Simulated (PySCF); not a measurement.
CrO2Cl, SMILES [O]=[Cr+](=[O])[Cl], charge +1, multiplicity 1. The structure is a stationary point at B3LYP-D3(BJ)/def2-SVP. The spin state was assumed, not searched. The isomer is the one that the SMILES or the coordinates give; other isomers of the formula were not compared.

Computed equilibrium geometry at B3LYP-D3(BJ)/def2-SVP (PySCF confirms it by a frequency run) as a Z-matrix, and its point group:
point group Cs.
```
Cr
O 1 1.5241
O 1 1.5241 2 108.03
Cl 1 2.0713 2 109.78 3 119.69
```
Charge +1, spin multiplicity 1.
